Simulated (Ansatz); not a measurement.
CHClSe (`ClC=[Se]`), relaxed with RKS PBE-D4/def2-SVP in Ansatz from a rough embedded geometry. The force threshold is 0.03 eV/Å; the program also tests the step.

The species carries charge 0 and has multiplicity 1.

Start:

```xyz
4

Cl    0.969   -1.183   -0.575
C     0.062    0.202    0.087
Se   -1.718   -0.067    0.107
H     0.686    1.048    0.381
```

| step | energy (eV) | largest force (eV/Å) | largest move (Å) |
| --- | --- | --- | --- |
| 1 | -78895.5951 | 2.555 | 0.000 |
| 2 | -78895.5979 | 1.544 | 0.193 |
| 3 | -78895.8279 | 0.665 | 0.159 |
| 4 | -78895.8347 | 0.092 | 0.017 |
| 5 | -78895.8351 | 0.039 | 0.003 |
| 6 | -78895.8352 | 0.015 | 0.003 |

End:

```xyz
4

Cl    1.074   -1.135   -0.569
C     0.028    0.108    0.044
Se   -1.726    0.046    0.152
H     0.624    0.981    0.372
```

Run time 6.5 s (2 threads of an Arm Neoverse V1 on a shared host); peak host memory 0.14 GiB.
